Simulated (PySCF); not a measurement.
Cost of one run: shielding job, `[SiH2]1[SiH](c2cccs2)[SiH2]O1`.

Method: GIAO PBE0/pcSseg-1 NMR shielding, non-relativistic, gas phase (PySCF 2.14.0, density-fitted response routines). Geometry: GFN2-xTB. Work: shieldings, ring-centre shieldings, charges and field gradients, density fitting. The input is one job of a driver script: a line of settings, then coordinates in Å.

Command:
```bash
OMP_NUM_THREADS=1 python probes_run.py task.json out
```

Input:
```
{"job": {"kind": "nmr", "xc": "PBE0", "basis": "pcSseg-1"}, "charge": 0, "multiplicity": 1}
C      2.870560     0.608616     0.747616
C      3.480798    -0.212958    -0.145375
S      2.346532    -1.062293    -1.116632
C      1.011820    -0.302065    -0.311429
Si    -0.751057    -0.697396    -0.804436
Si    -2.361141    -1.065163     0.865152
O     -3.120269     0.266648     0.221833
Si    -2.316505     1.042371    -1.009509
C      1.465130     0.554890     0.650482
H      3.402311     1.228543     1.447727
H      4.529461    -0.376033    -0.296219
H     -0.640021    -1.677838    -1.903354
H     -2.104441    -0.755149     2.271089
H     -3.324930    -2.156839     0.760619
H     -2.041140     2.397129    -0.531128
H     -3.255127     1.088707    -2.127486
H      0.801021     1.130861     1.271141
```

Hardware: an Arm Neoverse N1 with one thread, shared host with 64 logical CPUs at a one-minute load of 62. PySCF's memory limit was set to 1040 MB.

Q: How large is the basis?

A: 221 functions for 98 electrons, with 1241 fitting functions; the fitted three-index integrals, 1241 × 221 × 222/2 numbers of 8 bytes, come to 230 MiB.

Question: Which is nearest to the wall time?
A. 84 s
B. 11 s
C. 11 min

Answer: A. The run took 84 s. The SCF took 15 cycles.

Q: Estimate the peak memory.

A: About 1.1 GiB. Peak memory is the resident size of the whole Python process, interpreter and libraries included.

Q: At this speed, how long would 20000 such jobs take on 96 cores, one job a core?

A: 20000/96 gives 209 rounds of 84 s, about 4.9 h of wall time and 470 core-hours, if the jobs don't slow each other.

The SCF part of the output:
```
coarse grid: 16888 points
cycle   1  E = -1498.1232348266  dE =  1.479e+00  |g| = 8.551e-01  |ddm| = 4.213e+00
cycle   2  E = -1497.7043678591  dE =  4.189e-01  |g| = 1.646e+00  |ddm| = 3.001e+00
cycle   3  E = -1498.2613204938  dE = -5.570e-01  |g| = 1.292e-01  |ddm| = 2.441e+00
cycle   4  E = -1498.2633300765  dE = -2.010e-03  |g| = 9.162e-02  |ddm| = 2.736e-01
cycle   5  E = -1498.2654010001  dE = -2.071e-03  |g| = 2.662e-02  |ddm| = 1.206e-01
cycle   6  E = -1498.2655819613  dE = -1.810e-04  |g| = 8.038e-03  |ddm| = 3.686e-02
cycle   7  E = -1498.2655986439  dE = -1.668e-05  |g| = 2.381e-03  |ddm| = 1.041e-02
cycle   8  E = -1498.2656001051  dE = -1.461e-06  |g| = 5.570e-04  |ddm| = 3.354e-03
final grid: 146544 points
cycle   9  E = -1498.3290871697  dE = -1.375e-05  |g| = 1.027e-02  |ddm| = 2.702e-02
cycle  10  E = -1498.3290459309  dE =  4.124e-05  |g| = 1.669e-02  |ddm| = 2.688e-02
cycle  11  E = -1498.3291102008  dE = -6.427e-05  |g| = 1.198e-03  |ddm| = 1.862e-02
cycle  12  E = -1498.3291105234  dE = -3.226e-07  |g| = 4.326e-04  |ddm| = 1.644e-03
cycle  13  E = -1498.3291105703  dE = -4.687e-08  |g| = 9.331e-05  |ddm| = 4.741e-04
cycle  14  E = -1498.3291105720  dE = -1.712e-09  |g| = 4.964e-05  |ddm| = 1.422e-04
cycle  15  E = -1498.3291105726  dE = -6.266e-10  |g| = 1.026e-05  |ddm| = 5.641e-05
converged SCF energy = -1498.3291105726
```

On the final grid dE counts from the start density on that grid.

Times come from a shared host and carry two figures at best.
